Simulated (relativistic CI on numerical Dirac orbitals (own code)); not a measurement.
**Radial parameters of Er10+**

Method of calculation: Dirac-Coulomb-Breit CI, orbitals from a KLI potential per configuration, QED by a radiative potential, unscaled Slater integrals (own radial code, finite nucleus).

Slater integrals F^k, G^k are unscaled and averaged over j, outside the closed core [Ar] 3d10 4p6 4d10; ζ comes from projecting the Hamiltonian with its Breit term on Σ l·s of the shell.

- 4s2 4f10 5s2: F^2(4f,4f) = 146070, F^4(4f,4f) = 92535, F^6(4f,4f) = 66828, ζ(4f) = 2516.3 cm⁻¹; <r>(4f) = 0.6725, <r^2>(4f) = 0.5488 (bohr units).
- 4s2 4f10 5s 5p: F^2(4f,4f) = 146510, F^4(4f,4f) = 92844, F^6(4f,4f) = 67060, ζ(4f) = 2551.2, G^3(4f,5s) = 34394, F^2(4f,5p) = 67544, G^2(4f,5p) = 29772, G^4(4f,5p) = 24678, G^1(5s,5p) = 113870, ζ(5p) = 44464 cm⁻¹; <r>(4f) = 0.6709, <r^2>(4f) = 0.5457, <r>(5s) = 1.117, <r^2>(5s) = 1.391, <r>(5p) = 1.229, <r^2>(5p) = 1.686 (bohr units).
- 4s2 4f12: F^2(4f,4f) = 139760, F^4(4f,4f) = 88265, F^6(4f,4f) = 63662, ζ(4f) = 2292.8 cm⁻¹; <r>(4f) = 0.6974, <r^2>(4f) = 0.5928 (bohr units).

Averages of the first 10 configurations, taken without configuration mixing, which lowers the lowest level and can move excited configurations by several eV; other configurations of the list can lie among them:

| Configuration | Parity | States | Average energy above the lowest level (eV) |
| --- | --- | --- | --- |
| 4s2 4f10 5s2 | even | 1001 | 8.5 |
| 4s2 4f10 5s 5p | odd | 12012 | 37.7 |
| 4s2 4f12 | even | 91 | 78.3 |
| 4s2 4f11 5s | odd | 728 | 41.4 |
| 4s2 4f11 5p | even | 2184 | 72.5 |
| 4s2 4f11 6s | odd | 728 | 137.8 |
| 4s2 4f10 5s 6s | even | 4004 | 105.7 |
| 4s2 4f8 5s2 6s2 | even | 3003 | 160.0 |
| 4s2 4f10 5s 7s | even | 4004 | 146.8 |
| 4s 4f11 5s2 | odd | 728 | 463.6 |
